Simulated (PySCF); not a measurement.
A structure optimised at B3LYP-D3(BJ)/def2-SVP, used in a PySCF frequency run:

```
Bi
I 1 2.8470
I 1 2.8470 2 100.49
I 1 2.8470 2 100.49 3 -102.86
```
Charge 0, spin multiplicity 1.

Q: Write its SMILES, formula and point group.

A: [I][Bi]([I])[I], BiI3, C3v

Q: What are its rotational constants (standard atomic weights)?

A: 0.34909, 0.34909, 0.20782 GHz
